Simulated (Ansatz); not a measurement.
Reaction (ligand exchange at the Al–S bond): `[OH][Al]([OH])[SH]` + HCl → `[OH][Al]([OH])[Cl]` + H₂S

Program: Ansatz. Geometries: PBE0-D4/def2-TZVP. ΔE: electronic, gas phase. CCSD(T)/CBS is frozen-core, at the limit of the def2 triple- and quadruple-zeta sets. DFT in def2-TZVPP. HSE06 is defined as in plane-wave codes. One conformer a species, not always the lowest.

Task: Is it downhill or uphill in electronic energy at CCSD(T)/CBS, and by how much? (Best estimate.)

Result: The calculation gave: Downhill: ΔE = -52.5 kJ/mol.

Task: What do these levels give: revPBE-D4, r2SCAN0-D4, HSE06, CCSD/def2-QZVPP, HF/CBS(def2), CCSD(T)/CBS(cc)? (Estimate.)

Result: Ansatz gave: revPBE-D4 -47.7, r2SCAN0-D4 -53.4, HSE06 -50.5, CCSD/def2-QZVPP -54.1, HF/CBS(def2) -63.1, CCSD(T)/CBS(cc) -53.0 kJ/mol.

Largest T1 diagnostic among the species: 0.012.

Leaving LDA and LC-ωPBE aside and taking each functional with its dispersion term where it has one, the values, not all of them listed here, spread over 8.5 kJ/mol, from BHLYP-D4 to PBE-D4. In def2-TZVPP, CCSD(T) changes the Hartree–Fock value by +11.1 kJ/mol (the triples alone add +1.6 kJ/mol) and MP2 by +10.7 kJ/mol.
